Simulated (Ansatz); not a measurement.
TaSi7, relaxed as a quartet with UKS PBE-D4/def2-SVP in Ansatz, starting from the PBE-D4/def2-SVP geometry of the neutral doublet. Force threshold 0.03 eV/Å.

In the def2 sets Ta takes a core potential; there is no spin–orbit coupling. At PBE-D4/def2-SVP a doublet of charge 0 lies 0.48 eV below the quartet, each at its own geometry. The structure comes from a short search, and lower isomers may exist.

Start:

```xyz
8

Ta    2.661    0.276   -0.482
Si    1.487    2.164    0.600
Si   -1.406   -0.258   -0.521
Si   -3.174   -1.243    0.535
Si    0.213    1.342   -1.253
Si    0.619   -0.141    0.848
Si   -1.293   -1.111    1.856
Si    0.893   -1.029   -1.583
```

Q: Estimate the energy that the relaxation releases and the steps that it takes.

A: 52.6 kJ/mol, in 12 steps; 74 s on 4 threads of Arm Neoverse V1 on a shared host. No frequencies were taken in this run, so the end may be a saddle point.

Q: Does the start keep its bonding and symmetry?

A: Bonds formed: Si7–Si8 (atoms count from 1).

Q: Predict the relaxed structure.

A: 
Cartesian coordinates in Å:
```
Ta 2.5197 0.2649 -0.6317
Si 1.7374 2.2180 0.6473
Si -1.5374 0.0321 -0.5783
Si -3.1332 -1.2737 0.4785
Si 0.3028 1.3076 -1.4257
Si 0.4265 0.3224 1.0271
Si -0.8744 -1.5996 1.3509
Si 0.5586 -1.2718 -0.8680
```
Bond lengths: 12 × Si–Si 2.32 to 2.66 Å; 4 × Si–Ta 2.46 to 2.67 Å.
